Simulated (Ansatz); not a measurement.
`[SbH2][I]` + `[OH][GaH2]` → `[GaH2][O][SbH2]` + HI at 600 K and 1 bar (ligand exchange at the Sb–I bond).

Isolated molecules relaxed with PBE0-D4/def2-TZVP in Ansatz; ΔE leaves out vibrations. CCSD(T)/CBS adds triple-zeta CCSD(T) − MP2 to the extrapolated MP2 energy (def2 sets, frozen cores). Elements past krypton have def2 core potentials. For Ga, I, Sb outer-core shells are correlated without core-valence functions, which leaves a few kJ/mol of doubt a bond. Scalar relativity is left out up to krypton.

```
          species  CCSD(T)/CBS energy (Eh)  H − E (kJ/mol)  S (J/(mol·K))
      `[SbH2][I]`               -538.67582            67.0          339.6
     `[OH][GaH2]`              -2000.92981           103.5          310.5
`[GaH2][O][SbH2]`              -2241.53579           130.8          421.4
               HI               -298.03592            31.6          227.0
```

H − E and S are ideal-gas, rigid-rotor, harmonic terms from PBE0-D4/def2-TZVP, for one conformer and one mirror image of each species. 1 Eh = 2625.50 kJ/mol, R = 8.31446 J/(mol·K).

**Question.** By hand: ΔE, ΔH, ΔS and ΔG.

**Answer.** ΔE = (-2241.53579) + (-298.03592) − (-538.67582) − (-2000.92981) = 0.03392 Eh = 89.1 kJ/mol. Δ(H − E) = 130.8 + 31.6 − 67.0 − 103.5 = -8.1, so ΔH = 81.0 kJ/mol. ΔS = 421.4 + 227.0 − 339.6 − 310.5 = -1.7 J/(mol·K). ΔG = 81.0 − 600 × (-1.7)/1000 = 82.0 kJ/mol.

**Question.** By hand: the equilibrium constant, and the temperature at which ΔG would vanish if ΔH and ΔS stayed fixed.

**Answer.** log₁₀ K = −ΔG/(RT ln 10) = -7.1. ΔH and −TΔS have one sign here, so there is no such temperature.

The number of gas molecules stays the same, so ΔS is small and ΔH decides. A doubt of 5 kJ/mol in ΔE shifts log₁₀ K by 0.4 here. Other conformers and mirror images would add mixing entropy, several J/(mol·K) or more a flexible species. Modes under 60 cm⁻¹, often nearly free rotors, make the harmonic entropy too high. These are equilibria of isolated gas molecules and say nothing of rates. Largest T1 diagnostic: 0.016 (customary marks: 0.02 for closed shells, 0.045 for open ones).

ΔS is within the doubt of such terms, so its sign, and with it that verdict, could turn.
